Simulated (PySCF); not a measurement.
PBE0 on Sb⁻ (antimony, charge -1), [Kr] 4d10 5s2 5p4, high-spin 3P determinant. Computed with PySCF 2.14 in aug-cc-pwCVTZ-PP with ECP28MDF (8s7p6d4f1g, 96 functions), with scalar relativity through the core potential.

```
cycle= 1 E= -240.256311731635  delta_E= -0.00786  |g|= 0.0227  |ddm|= 0.273
cycle= 2 E= -240.256662668436  delta_E= -0.000351  |g|= 0.00887  |ddm|= 0.0844
cycle= 3 E= -240.256747405782  delta_E= -8.47e-05  |g|= 0.00642  |ddm|= 0.035
cycle= 4 E= -240.256770232501  delta_E= -2.28e-05  |g|= 0.00146  |ddm|= 0.0115
cycle= 5 E= -240.256776547831  delta_E= -6.32e-06  |g|= 0.000347  |ddm|= 0.0101
cycle= 6 E= -240.256777124757  delta_E= -5.77e-07  |g|= 8.61e-05  |ddm|= 0.00341
cycle= 7 E= -240.256777152833  delta_E= -2.81e-08  |g|= 7.33e-06  |ddm|= 0.00089
cycle= 8 E= -240.256777152957  delta_E= -1.23e-10  |g|= 7.47e-07  |ddm|= 5.06e-05
converged SCF energy = -240.256777152957  <S^2> = 2.0076134  2S+1 = 3.0050713
```

Highest occupied orbital energy: 0.754 eV; ⟨L²⟩ = 2.04; populations by l: s 4.00, p 10.00, d 10.00, f 0.00.

Task: Can this result be used?

Result: With care. Self-consistency was reached. Energies and moments cover only the electrons outside the core potential. At PBE0 the highest occupied level has a positive energy, so only the finite basis holds that electron; in a semilocal or global hybrid functional this comes from self-interaction and does not mean that the real anion is unbound.
